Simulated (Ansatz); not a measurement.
Molecule: sum formula H7Si2NO6, net charge 0, singlet state. SMILES: O[Si](O)(N[Si](O)(O)O)O
Coordinates optimised at B3LYP-D3(BJ)/def2-TZVP (Ansatz, a quantum-chemistry and plane-wave program):
```xyz
16

O      2.1665     1.7767    -1.0523
Si     1.1830     0.9264    -0.0649
O      0.0879     1.8884     0.7291
O      2.1942     0.2195     1.0079
N      0.1711    -0.1658    -0.9064
Si    -1.1317    -0.9693    -0.1303
O     -1.8610    -2.0646    -1.1007
O     -2.2621     0.1033     0.3706
O     -0.4443    -1.7684     1.1377
H      1.7562     2.4367    -1.6160
H      0.4084     2.3108     1.5310
H      1.8521    -0.5997     1.3835
H      0.5602    -0.6171    -1.7216
H     -2.6167    -1.7544    -1.6062
H     -1.8901     0.9605     0.6185
H     -1.0361    -2.2136     1.7505
```
Charge 0, spin multiplicity 1.

Parts of the frozen-core correlation energy in cc-pVTZ (Ansatz, hartree). Frozen orbitals: 17; correlated occupied orbitals by spin: 28 and 28; virtual: 331 and 331. Spin-orbit coupling is left out. No relativistic terms.

```tsv
term	value
reference (HF)	-1086.23137
MP2 opposite-spin	-1.39548
MP2 same-spin	-0.48543
CCSD correlation	-1.89993
(T)	-0.06925
T1 diagnostic	0.011
largest doubles amplitude	0.008
```
